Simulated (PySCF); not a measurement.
Molecular orbitals of SiBr

PBE at R = 2.239 Å; Si def2-TZVPP, Br def2-TZVPP; no relativity (PySCF 2.14). State: ²Π (doublet), unpaired electrons π ↑. Only the outer orbitals are listed, counted within each symmetry.

```json
{"spin": "α", "orbital": "10σ", "occ.": "1", "ε (eV)": "-19.66", "on Si (%)": "8", "main shells (%)": "91 Br s"}
{"spin": "α", "orbital": "11σ", "occ.": "1", "ε (eV)": "-11.92", "on Si (%)": "62", "main shells (%)": "61 Si s, 31 Br p"}
{"spin": "α", "orbital": "5π", "occ.": "1", "ε (eV)": "-8.06", "on Si (%)": "12", "main shells (%)": "88 Br p, 10 Si p"}
{"spin": "α", "orbital": "5π", "occ.": "1", "ε (eV)": "-7.98", "on Si (%)": "13", "main shells (%)": "86 Br p, 11 Si p"}
{"spin": "α", "orbital": "12σ", "occ.": "1", "ε (eV)": "-7.83", "on Si (%)": "56", "main shells (%)": "44 Br p, 31 Si s, 24 Si p"}
{"spin": "α", "orbital": "6π", "occ.": "1", "ε (eV)": "-4.19", "on Si (%)": "88", "main shells (%)": "88 Si p, 10 Br p"}
{"spin": "α", "orbital": "6π", "occ.": "0", "ε (eV)": "-3.96", "on Si (%)": "89", "main shells (%)": "89 Si p, 9 Br p"}
{"spin": "α", "orbital": "13σ", "occ.": "0", "ε (eV)": "-1.15", "on Si (%)": "84", "main shells (%)": "74 Si p, 15 Br p"}
{"spin": "α", "orbital": "14σ", "occ.": "0", "ε (eV)": "2.68", "on Si (%)": "82", "main shells (%)": "47 Si s, 41 Si p, 37 Br d"}
{"spin": "β", "orbital": "10σ", "occ.": "1", "ε (eV)": "-19.60", "on Si (%)": "7", "main shells (%)": "92 Br s"}
{"spin": "β", "orbital": "11σ", "occ.": "1", "ε (eV)": "-11.46", "on Si (%)": "56", "main shells (%)": "54 Si s, 37 Br p"}
{"spin": "β", "orbital": "5π", "occ.": "1", "ε (eV)": "-8.03", "on Si (%)": "11", "main shells (%)": "89 Br p, 8 Si p"}
{"spin": "β", "orbital": "5π", "occ.": "1", "ε (eV)": "-7.74", "on Si (%)": "8", "main shells (%)": "92 Br p"}
{"spin": "β", "orbital": "12σ", "occ.": "1", "ε (eV)": "-7.49", "on Si (%)": "62", "main shells (%)": "39 Si s, 38 Br p, 23 Si p"}
{"spin": "β", "orbital": "6π", "occ.": "0", "ε (eV)": "-3.66", "on Si (%)": "90", "main shells (%)": "90 Si p"}
{"spin": "β", "orbital": "6π", "occ.": "0", "ε (eV)": "-2.74", "on Si (%)": "92", "main shells (%)": "92 Si p"}
{"spin": "β", "orbital": "13σ", "occ.": "0", "ε (eV)": "-0.87", "on Si (%)": "85", "main shells (%)": "75 Si p, 14 Br p"}
```

Question: Which are the highest filled and the lowest empty level, where do they sit, and how wide is the gap?

Answer: Highest filled α 6π at -4.19 eV (in %: 88 Si p, 10 Br p); lowest empty α 6π at -3.96 eV (in %: 89 Si p, 9 Br p); the gap at PBE is 0.23 eV. Both belong to one degenerate shell, split only by its one-sided filling, so this is no excitation gap.

* bond order (Mayer): 1.34
* ⟨S²⟩: 0.755
* charge on Si (Mulliken, basis-dependent): 0.15
* charge on Si (Löwdin, basis-dependent): -0.14
* dipole moment (positive dipole means Si(−)Br(+)): -0.62 D
* polarisability along the bond: 70.0 bohr³
* polarisability across the bond: 37.6 bohr³

Spin–orbit coupling is left out. The state is the lowest determinant that a PBE0 search found; another state may lie lower at other levels.
